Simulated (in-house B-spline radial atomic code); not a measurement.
**RPA and G0W0 on PBE: O⁶⁺**

Configuration 1s2, mean-field start PBE. Computed with an all-electron radial atomic-structure program (B-spline basis): all electrons, scalar-relativistic (spin-free one-electron X2C), finite nucleus, each spin shell either full or empty, empty states to l = 9 with an (l + 1/2)⁻⁴ tail; G0W0 by contour deformation at full frequency.

Command:
```bash
python run_gw.py task.json out
```
Settings (radii: box in bohr, nucleus in fm):
```
Z                        8
electrons                2
configuration            1s2
hamiltonian              x2c
method                   pbe,pbe
lmax                     9
rms_radius               2.6991
spin_polarised           False
box_radius               9.29
intervals                69
ion_configuration        1s1
```

Time taken, with all properties: 1.7 s on 1 thread of Intel(R) Xeon(R) Platinum 8259CL CPU @ 2.50GHz (shared host).

Energies (hartree):

| term | value |
| --- | --- |
| mean-field total | -59.11508 |
| Hartree-Fock functional on these orbitals | -59.15525 |
| direct second order | -0.094588 |
| second-order exchange | 0.047295 |
| SOSEX correction | 0.045753 |

**Question.** What is the RPA correlation energy, and what remains with SOSEX?

**Answer.** RPA gives -0.091504 hartree (-1.24 eV per electron); RPA + SOSEX gives -0.045751, and the second-order doubles -0.047294 hartree (no singles). SOSEX takes back 50 % of the RPA value, the self-correlation of each of the two electrons.

Quasi-particle levels (eV):

| level | occupied | mean field | Σx - vxc | Σc | QP weight | G0W0 |
| --- | --- | --- | --- | --- | --- | --- |
| 1s | yes | -692.18 | -47.73 | ? | ? | ? |
| 2s | no | -145.75 | 8.14 | -0.22 | 1.000 | -137.83 |

G0W0 = mean field + (Σx - vxc) + Σc, with Σc (partial-wave tail included) taken at the quasi-particle energy.

**Question.** Where does G0W0 put 1s?

**Answer.** At -739.18 eV, with Σc = 0.72 eV and a quasi-particle weight of 0.995. The tabulated removal energy is 739.327 eV (NIST, tabulated theory).

**Question.** What does it cost to remove one electron (to 1s1) by differences of total energies, each species on its own start (correlation terms add to the Hartree-Fock functional)?

**Answer.** PBE 738.32 eV, Hartree-Fock functional 738.21 eV, + RPA 740.07 eV, + RPA + SOSEX 739.46 eV, + second order 739.50 eV. Tabulated: 739.327 eV (NIST, tabulated theory).
